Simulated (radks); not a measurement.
All-electron atom: Ge II in [Ar] 3d10 4s2 4p1.

Method: Dirac Kohn-Sham, HCTH/407, spin-unpolarised, spherical densities, point nucleus; open shells are shared between the two j in proportion to 2j + 1; computed with a radial shooting solver on a logarithmic mesh with Libxc functionals.

Energy parts (eV):
| part | energy |
|---|---|
| total | -57145.231 |
| kinetic | 58347.060 |
| electron-nucleus | -137636.419 |
| Hartree | 24344.935 |
| exchange-correlation | -2200.807 |

Orbitals (lengths in bohr, moments of r in powers of bohr):
orbital      occ.  eigenvalue (eV)     <r^2>      <r>
1s1/2           2        -10962.03  0.002976  0.04703
2s1/2           2        -1382.484   0.05197   0.2098
2p1/2           2        -1232.038   0.04030   0.1811
2p3/2           4        -1200.147   0.04178   0.1847
3s1/2           2        -178.6239    0.4485   0.6235
3p1/2           2        -128.7668    0.4799   0.6385
3p3/2           4        -124.4781    0.4959   0.6491
3d3/2           4         -39.7807    0.6734   0.7258
3d5/2           6         -39.1867    0.6832   0.7310
4s1/2           2         -19.9509     4.716    2.027
4p1/2    0.333333         -11.5062     7.533    2.542
4p3/2    0.666667         -11.2644     7.771    2.583

The highest occupied level is 4p3/2 at -11.264 eV. Summed over all electrons, <r^2> = 28.12 bohr^2, which gives a Langevin (diamagnetic) susceptibility term of -22.3 x 10^-6 cm^3/mol. For comparison, the ionisation energy in NIST's Atomic Spectra Database is 15.935 eV (measured). In exact Kohn-Sham theory the highest level is minus the ionisation energy, but local and semilocal functionals leave it too shallow, through self-interaction and a potential that decays too fast; potentials with the right tail come closer. The density falls to 0.001 e/bohr^3 at r = 3.95 bohr.

Beside tabulated values, note that spin-unpolarised runs miss the spin-polarisation part of the exchange energy of open shells.
